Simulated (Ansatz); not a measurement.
Harmonic frequencies (cm⁻¹) at PBE0-D4/def2-TZVP from Ansatz: 93, 114, 182, 247, 403, 499, 524, 567, 781, 812, 866, 904, 932, 935, 2223, 2237, 2241, 2247.

Q: Which molecule is it?
A. `O=C=N[Si](Cl)(Cl)Cl`
B. `N#C[SiH](C#N)C#N`
C. `F[SiH]([SiH3])Cl`
D. `C[Si](O)(Cl)Br`

A: C.
